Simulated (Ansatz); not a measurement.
`[CH3][GeH]([CH3])[C]#N` → `CC#N` + `[CH3][GeH]` at 700 K and 1 bar (germylene formation by 1,1-elimination).

Gas-phase electronic energies from Ansatz, PBE0-D4/def2-TZVP geometries. CCSD(T)/CBS adds triple-zeta CCSD(T) − MP2 to the extrapolated MP2 energy (def2 sets, frozen cores). This one scheme is used for every species. For Ge outer-core shells are correlated without core-valence functions, which leaves a few kJ/mol of doubt a bond. Scalar relativity is left out up to krypton.

```json
{"species": "`[CH3][GeH]([CH3])[C]#N`", "CCSD(T)/CBS energy (Eh)": "-2249.19331", "H − E (kJ/mol)": "322.5", "S (J/(mol·K))": "497.0"}
{"species": "`CC#N`", "CCSD(T)/CBS energy (Eh)": "-132.59492", "H − E (kJ/mol)": "158.4", "S (J/(mol·K))": "298.4"}
{"species": "`[CH3][GeH]`", "CCSD(T)/CBS energy (Eh)": "-2116.52215", "H − E (kJ/mol)": "151.1", "S (J/(mol·K))": "334.8"}
```

H − E and S are ideal-gas, rigid-rotor, harmonic terms from PBE0-D4/def2-TZVP. 1 Eh = 2625.50 kJ/mol, R = 8.31446 J/(mol·K).

Question: By hand: ΔE, ΔH, ΔS and ΔG.

Answer: ΔE = (-132.59492) + (-2116.52215) − (-2249.19331) = 0.07624 Eh = 200.2 kJ/mol. Δ(H − E) = 158.4 + 151.1 − 322.5 = -13.0, so ΔH = 187.2 kJ/mol. ΔS = 298.4 + 334.8 − 497.0 = 136.2 J/(mol·K). ΔG = 187.2 − 700 × (136.2)/1000 = 91.9 kJ/mol.

Question: By hand: the equilibrium constant, and the temperature at which ΔG would vanish if ΔH and ΔS stayed fixed.

Answer: log₁₀ K = −ΔG/(RT ln 10) = -6.9. ΔG = 0 at ΔH/ΔS = 1374 K.

The number of gas molecules changes by +1, which sets the sign of ΔS. A doubt of 5 kJ/mol in ΔE shifts log₁₀ K by 0.4 here. These are equilibria of isolated gas molecules and say nothing of rates. Largest T1 diagnostic: 0.012 (customary marks: 0.02 for closed shells, 0.045 for open ones).
